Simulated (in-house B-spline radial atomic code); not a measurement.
## Ionising Rb⁷⁺ with different functionals

Computed with an all-electron radial atomic-structure program (B-spline basis): scalar-relativistic (spin-free X2C) Hamiltonian, Fermi nucleus of rms radius 4.2036 fm, spin-polarised at highest spin, spherical fractional occupations for the functionals, the average over the highest-spin determinants for Hartree-Fock. The ionisation energy is the difference of two self-consistent energies, [Ar] 3d10 4s2 → [Ar] 3d10 4s1, without Breit or QED terms; ε is the level of the shell that loses the electron (its least bound occupied spin orbital). There is no spin-orbit coupling in this Hamiltonian.

```csv
method,rung,ΔSCF (eV),-ε(4s) (eV)
Hartree-Fock,Hartree-Fock,130.58,130.80
HF fractional,Hartree-Fock,130.58,130.80
LDA VWN5,LDA,134.01,126.03
LDA PW92,LDA,134.01,126.02
LDA exchange-only,LDA,132.10,124.35
PBE,GGA,133.56,125.47
PBEsol,GGA,133.32,125.47
BLYP,GGA,133.81,125.68
RPBE,GGA,133.29,125.17
PW91,GGA,133.72,125.67
BP86,GGA,133.54,125.71
AM05,GGA,133.22,125.44
OLYP,GGA,133.00,124.96
TPSS,meta-GGA,132.98,125.29
SCAN,meta-GGA,132.79,125.94
r2SCAN,meta-GGA,132.63,125.72
revTPSS,meta-GGA,132.75,125.21
PBE0,global hybrid,133.04,127.07
B3LYP,global hybrid,133.61,127.13
TPSSh,global hybrid,132.83,125.95
M06-2X,global hybrid,133.10,127.69
BHandHLYP,global hybrid,132.89,128.82
r2SCAN0,global hybrid,132.43,127.30
B97-1,global hybrid,133.40,126.72
HSE06,range-separated hybrid,133.13,126.86
wB97X,range-separated hybrid,132.68,130.10
CAM-B3LYP,range-separated hybrid,133.61,129.05
LC-wPBE,range-separated hybrid,133.39,130.57
```

Question: Among the functionals, which spreads more, the ΔSCF values or the orbital energies?

Answer: The orbital energies: ΔSCF values span about 1.92 eV and the orbital energies 6.22 eV.

Question: How do they compare with the NIST value?

Answer: NIST lists 132.8 eV ± 0.25 (semi-empirical, ground level to ground level). Errors run from -2.21 to +1.22 eV; SCAN is closest (+0.00 eV), though others lie within the uncertainty of it, and part of that can be cancellation, since the calculations leave out Breit-QED terms. Hartree-Fock also lacks correlation.
